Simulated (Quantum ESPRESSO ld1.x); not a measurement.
Input (ld1.x (Quantum ESPRESSO 7.5)):

```
 &input
    atom='Hf',
    iswitch=1,
    rel=1,
    dft='SLA-VWN',
    config='[Kr] 4d10 4f11 5s2',
    verbosity='high',
    prefix='ld1',
    max_out_wfc=37,
    file_charge='ld1.rho',
 /
```

It prints:

```
     Program LD1 v.7.5 starts

     --------------------------- All-electron run ----------------------------

     scalar relativistic calculation

     atomic number is 72.00
     dft =SLA-VWN   lsd =0 sic =0 latt =0  beta=0.20 tr2=1.0E-14
     Exchange-correlation= SLA-VWN
                           (   1   2   0   0   0   0   0)
     mesh =2111 r(mesh) =  99.81654 a.u. xmin = -8.00 dx = 0.00800
     1 Ry =  13.60569312 eV, c = 137.03599908

     n l     nl                  e(Ry)          e(Ha)          e(eV)
     1 0     1S 1( 2.00)   -4814.439574946   -2407.219787473 -65503.7874159
     2 0     2S 1( 2.00)    -839.844858508    -419.922429254 -11426.6714158
     2 1     2P 1( 6.00)    -740.136823397    -370.068411699 -10070.0744882
     3 0     3S 1( 2.00)    -206.539105578    -103.269552789  -2810.1076884
     3 1     3P 1( 6.00)    -176.752369989     -88.376184994  -2404.8385048
     4 0     4S 1( 2.00)     -56.882634774     -28.441317387   -773.9276728
     4 1     4P 1( 6.00)     -47.019897863     -23.509948932   -639.7383010
     3 2     3D 1(10.00)    -141.443416156     -70.721708078  -1924.4357145
     4 2     4D 1(10.00)     -34.259821130     -17.129910565   -466.1286127
     4 3     4F 1(11.00)     -19.965090210      -9.982545105   -271.6388906
     5 0     5S 1( 2.00)     -21.515824394     -10.757912197   -292.7377040

     final scf error:  4.4E-15 reached in  27 iterations

     Etot =  -30027.295528 Ry,  -15013.647764 Ha, -408542.168266 eV

     Ekin =   32907.815573 Ry,   16453.907786 Ha,  447733.640031 eV
     Encl =  -72935.648302 Ry,  -36467.824151 Ha, -992340.048527 eV
     Eh   =   10577.921316 Ry,    5288.960658 Ha,  143919.951307 eV
     Exc  =    -577.384115 Ry,    -288.692057 Ha,   -7855.711078 eV

     normalization and overlap integrals

     s(1S/1S) =  1.000000  <r> =   0.0190  <r2> =    0.0005  r(max) =   0.0119
     s(1S/2S) = -0.030019
     s(1S/3S) = -0.013124
     s(1S/4S) = -0.006436
     s(1S/5S) = -0.003113
     s(2S/2S) =  1.000000  <r> =   0.0804  <r2> =    0.0076  r(max) =   0.0682
     s(2S/3S) = -0.008349
     s(2S/4S) = -0.003909
     s(2S/5S) = -0.001872
     s(2P/2P) =  1.000000  <r> =   0.0717  <r2> =    0.0063  r(max) =   0.0559
     s(2P/3P) = -0.006634
     s(2P/4P) = -0.002942
     s(3S/3S) =  1.000000  <r> =   0.2088  <r2> =    0.0498  r(max) =   0.1915
     s(3S/4S) = -0.002811
     s(3S/5S) = -0.001301
     s(3P/3P) =  1.000000  <r> =   0.2086  <r2> =    0.0504  r(max) =   0.1900
     s(3P/4P) = -0.002384
     s(4S/4S) =  1.000000  <r> =   0.4654  <r2> =    0.2443  r(max) =   0.4366
     s(4S/5S) = -0.000901
     s(4P/4P) =  1.000000  <r> =   0.4927  <r2> =    0.2758  r(max) =   0.4581
     s(3D/3D) =  1.000000  <r> =   0.1890  <r2> =    0.0419  r(max) =   0.1543
     s(3D/4D) = -0.001739
     s(4D/4D) =  1.000000  <r> =   0.5231  <r2> =    0.3159  r(max) =   0.4655
     s(4F/4F) =  1.000000  <r> =   0.5745  <r2> =    0.3951  r(max) =   0.4366
     s(5S/5S) =  1.000000  <r> =   0.9910  <r2> =    1.0922  r(max) =   0.9411

     ------------------------ End of All-electron run ------------------------
```

Run on one thread of a shared host, so times are rough (Intel(R) Xeon(R) Processor @ 2.60GHz): 0.71 s of CPU time, 0.72 s wall, 27 iterations on 2111 mesh points.
